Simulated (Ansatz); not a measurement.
`[CH3][Ga]([CH3])[C]#N` + `[CH3][Ga]([CH3])[OH]` → `[CH3][Ga]([CH3])[O][Ga]([CH3])[CH3]` + `C#N`  (ligand exchange at a Ga–C bond)

Program: Ansatz. Geometries: PBE0-D4/def2-TZVP. ΔE: electronic, gas phase. CCSD(T)/CBS is the MP2 limit (def2-TZVPP, def2-QZVPP) plus CCSD(T) − MP2 in def2-TZVPP, frozen cores. This one scheme is used for every species. Functionals use def2-TZVPP. B3LYP here is the variant with VWN-RPA as its local correlation; programs differ in this. For Ga outer-core shells are correlated without core-valence functions, which leaves a few kJ/mol of doubt a bond. Scalar relativity is left out up to krypton. One conformer a species, not always the lowest.

`[CH3][Ga]([CH3])[C]#N`:

```xyz
11

C    -1.645   -0.638   -0.650
Ga    0.009    0.192   -0.030
C     1.588   -0.559    0.837
C     0.101    2.137   -0.333
N     0.156    3.276   -0.511
H    -1.667   -1.713   -0.467
H    -2.499   -0.175   -0.150
H    -1.767   -0.459   -1.722
H     1.745   -0.071    1.803
H     1.506   -1.635    0.994
H     2.473   -0.356    0.229
```

`[CH3][Ga]([CH3])[OH]`:

Cartesian coordinates in Å:
```
C -1.580 0.500 -0.931
Ga -0.073 0.193 0.280
C 1.510 -0.946 0.028
O -0.214 1.117 1.818
H -1.237 0.928 -1.876
H -2.297 1.183 -0.476
H -2.088 -0.439 -1.165
H 2.112 -0.576 -0.806
H 1.212 -1.969 -0.217
H 2.140 -0.974 0.919
H 0.515 0.983 2.426
```

`[CH3][Ga]([CH3])[O][Ga]([CH3])[CH3]`:

```xyz
19

C    -2.411   -2.485   -0.243
Ga   -1.480   -0.784    0.065
C    -2.283    0.980    0.422
O     0.303   -0.886    0.032
Ga    1.653    0.281   -0.046
C     3.423   -0.476    0.337
C     1.216    2.144   -0.521
H    -1.693   -3.291   -0.397
H    -3.048   -2.737    0.609
H    -3.059   -2.417   -1.121
H    -3.368    0.925    0.526
H    -2.050    1.670   -0.393
H    -1.867    1.408    1.338
H     3.342   -1.538    0.569
H     3.888    0.036    1.183
H     4.089   -0.352   -0.521
H     2.109    2.763   -0.622
H     0.664    2.174   -1.464
H     0.574    2.586    0.245
```

`C#N`:

```xyz
3

C     0.010   -0.006   -0.023
N    -0.459    0.250    0.990
H     0.449   -0.244   -0.968
```

CCSD(T)/CBS gives -3.6 kcal/mol.

(1) Another level gave -1.8 kcal/mol. Which?
A. BLYP/def2-TZVPP
B. revPBE-D4/def2-TZVPP
C. PBE0/def2-TZVPP
D. B3LYP-D4/def2-TZVPP

Largest T1 diagnostic among the species: 0.014.

Answers

(1) A. BLYP -1.8, PBE0 -0.4, B3LYP-D4 -4.0, revPBE-D4 -2.9 kcal/mol.

At CCSD(T), def2-SVP lies −3.9 kcal/mol from the extrapolated value and def2-TZVPP −0.4 kcal/mol. In def2-TZVPP, CCSD(T) changes the Hartree–Fock value by −3.4 kcal/mol (the triples alone add −0.7 kcal/mol) and MP2 by −3.8 kcal/mol.
